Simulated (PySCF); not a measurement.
Si(Cl)(H)2(OAc) (C2H5ClO2Si), SMILES CC(=O)O[SiH2]Cl.

Geometry optimised at PBE0-D3(BJ)/def2-SVP. The values are those of a single conformer.

Two levels are set side by side: PBE/def2-TZVP (PySCF) and B3LYP/def2-TZVP (PySCF). Same geometry, gas phase. Differences are taken from unrounded values.

```
quantity                     B3LYP    PBE  PBE minus B3LYP
---------------------------  -----  -----  ---------------
orbital gap (eV)              7.47   5.21            -2.25
highest occupied level (eV)  -8.08  -6.67             1.41
lowest empty level (eV)      -0.62  -1.45            -0.84
dipole moment (D)             2.51   2.40            -0.10
mean polarisability (bohr³)   64.9   67.5              2.6
```

PBE's occupied levels lie high since its potential decays too fast outside the molecule; exact exchange lowers them and widens the gap. Loosely held outer electrons make PBE densities more polarisable. Differences between two approximate levels are no errors against the true value.

Rough cost on one machine, each run with all the roots and properties that it gave: B3LYP against PBE within a factor of 2.
